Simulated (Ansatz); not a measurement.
CH₇GeNSi (`C1[NH][GeH2][SiH2]1`) at its PBE0-D4/def2-TZVP geometry, where that method's forces vanish. Total charge 0; spin multiplicity 1.

```xyz
11

C     0.8445   -0.4761    0.7472
N     0.6356   -0.8222   -0.6642
Ge   -0.6215    0.3789   -1.3292
Si   -0.7800    0.4883    1.0351
H     0.9660   -1.3633    1.3793
H     1.7085    0.1794    0.9297
H     1.4525   -1.1373   -1.1672
H    -1.6502   -0.3043   -2.2511
H    -0.0328    1.5878   -2.1003
H    -0.6567    1.7809    1.7609
H    -1.8660   -0.3122    1.6598
```

(1) What forces (eV/Å) does r2SCAN-D4/def2-TZVPP give on these atoms in the Gaussian-basis code of Ansatz? (Estimate.)

## Answers

(1) Ansatz gave: 
```
C1   0.037  0.066  0.222
N2  -0.049 -0.129 -0.198
Ge3 -0.076  0.072 -0.046
Si4 -0.056  0.041  0.024
H5   0.020 -0.009  0.000
H6   0.019  0.000  0.010
H7   0.053 -0.015 -0.028
H8   0.047  0.015  0.016
H9  -0.011 -0.028  0.005
H10 -0.002 -0.020 -0.001
H11  0.018  0.008 -0.005
```
